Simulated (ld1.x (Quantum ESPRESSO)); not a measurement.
## What one change does to a pseudopotential (gallium (Ga), TM)

Ga, norm-conserving Troullier–Martins (Kleinman–Bylander form), made with ld1.x (Quantum ESPRESSO) 7.5 (LDA (PZ), scalar-relativistic). Core [Ar] 3d10, reference 4s2 4p1. Waves: 4s (bound): rc 1.90 bohr; 4d channel at -0.05 Ry: rc 1.75 bohr; 4p (bound): rc 2.25 bohr. Local part: the p channel. Core correction: a·sin(br)/r model core, default radius (core density twice the valence density).

Change: functional PBE.

Cutoffs: the cutoffs (Ry, on a coarse ladder) from which the occupation-weighted sum of valence levels, in a spherical-Bessel basis at the reference potential, stays within 10 and 1 mRy of its value at 400 Ry; they do not see the model core or the augmentation charge, which bear on the density cutoff. Errors are all-electron minus pseudo energies relative to the spin-unpolarised reference configuration.

Problem. What does the change do?

Solution. The potential gets neither clearly harder nor softer (15 Ry and 35 Ry → 15 Ry and 35 Ry); both files keep a bound ghost (d, s); the number of tests with a reliable result goes from 9 to 7; of the 7 tests that both files solve, the error grows in 2 and shrinks in 0 by more than 15 % and 0.3 meV (median size 16.1 → 19.0 meV).

| quantity | base | changed |
| --- | --- | --- |
| cutoff, loose | 15 Ry | 15 Ry |
| cutoff, tight | 35 Ry | 35 Ry |
| bound ghosts | s, d | s, d |
| error for 4s2 4p0, meV [ΔE 5.89 → 5.69 eV] | -14 | -14 |
| error for 4s1 4p0, meV [ΔE 27.39 → 26.82 eV] | -191 | -195 |
| error for 4s2 4p0.5, meV [ΔE 2.12 → 2.03 eV] | -2.1 | -2.1 |
| error for 4s1 4p2, meV [ΔE 6.61 → 6.54 eV] | -16 | -19 |
| error for 4s1 4p1, meV [ΔE 13.34 → 13.06 eV] | -51 | -54 |
| error for 4s2 4p1.3, meV [ΔE -0.58 → -0.53 eV] | -0.1 | -0.1 |
| error for 4s0 4p3, meV [ΔE 13.54 → 13.37 eV] | -58 | -68 |
| s: phases at 2.45 bohr within 0.05 rad from the reference energy up to (Ry; the scan ends near 5) | 2.7 | 2.6 |
| p: phases at 2.45 bohr within 0.05 rad from the reference energy up to (Ry; the scan ends near 5) | 3.7 | 3.7 |
| d: phases at 2.45 bohr within 0.05 rad from the reference energy up to (Ry; the scan ends near 5) | to the end of the scan | to the end of the scan |

 A true bound ghost makes a file unfit for plane-wave use even where its test errors are small: the radial tests pick states by their node count and pass the ghost by.
